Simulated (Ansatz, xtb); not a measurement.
## Relaxing a trial structure of BFH6OSi2

The starting geometry of this gas-phase singlet has its atoms placed at random.

```xyz
11

B    -1.2853   -0.3347    0.7778
F     0.0930    0.7401   -0.7380
O    -0.1317    2.1083    0.0769
Si    0.3392    0.3055    1.9618
Si   -0.4239   -1.0023   -1.2572
H    -1.3083    0.4502    2.0247
H     1.1248   -0.5050   -0.1630
H     0.6830   -1.4853    1.4897
H     1.5853    0.3552    0.5536
H    -0.2928    0.2301   -0.2447
H     0.8360    0.6178   -0.5866
```

Q: Guess where an optimisation with r2SCAN-D4/def2-SVP ends from this start.

A: It ends as a structure with H7 bridging Si5 and Si4, given below by its coordinates. Distances that change by over a tenth: F2–Si5 (1.89 → 1.68 Å), Si4–H6 (1.66 → 1.85 Å). Contacts that open: F2–H10 (0.81 → 2.86 Å), F2–H11 (0.77 → 2.15 Å), Si5–H10 (1.60 → 2.51 Å). Contacts that close: B1–Si5 (2.31 → 2.18 Å), B1–H6 (1.47 → 1.28 Å), B1–H8 (2.39 → 1.21 Å), B1–H10 (1.53 → 1.21 Å), O3–Si4 (2.65 → 1.65 Å), O3–H11 (1.90 → 0.97 Å), Si4–Si5 (3.56 → 2.44 Å), Si4–H7 (2.41 → 1.70 Å).

The energy falls by 27.49 eV over 68 steps:

| step | E − E(last) (eV) |
| --- | --- |
| 1 | 27.489 |
| 8 | 5.686 |
| 16 | 3.419 |
| 23 | 3.364 |
| 31 | 3.299 |
| 38 | 3.008 |
| 46 | 1.145 |
| 53 | 0.237 |
| 61 | 0.036 |
| 68 | 0.000 |

Final geometry (Å):

```yaml
atoms:
  - { symbol: B, position_ang: [-0.8311, -0.7050, 0.7760] }
  - { symbol: F, position_ang: [0.1042, 0.3976, -1.8148] }
  - { symbol: O, position_ang: [0.6579, 2.0574, 0.3831] }
  - { symbol: Si, position_ang: [0.7476, 0.5014, 0.9131] }
  - { symbol: Si, position_ang: [0.4368, -1.0198, -0.9665] }
  - { symbol: H, position_ang: [-0.9621, 0.2815, 1.5752] }
  - { symbol: H, position_ang: [1.7885, -0.2763, -0.1754] }
  - { symbol: H, position_ang: [-0.7174, -1.6915, 1.4716] }
  - { symbol: H, position_ang: [1.4770, 0.4200, 2.1942] }
  - { symbol: H, position_ang: [-1.8076, -0.5962, 0.0668] }
  - { symbol: H, position_ang: [0.3256, 2.1109, -0.5285] }
```

From the same start GFN2-xTB ends elsewhere, in pieces: BH5OSi + FHSi.

From so rough a start the end depends on the optimiser's path, so another program may land elsewhere. The end wasn't checked by frequencies. Run with Ansatz 0.2.0, 4.3 min on 2 threads of Intel(R) Xeon(R) Platinum 8259CL CPU @ 2.50GHz (Skylake/Cascade Lake), on a shared host.
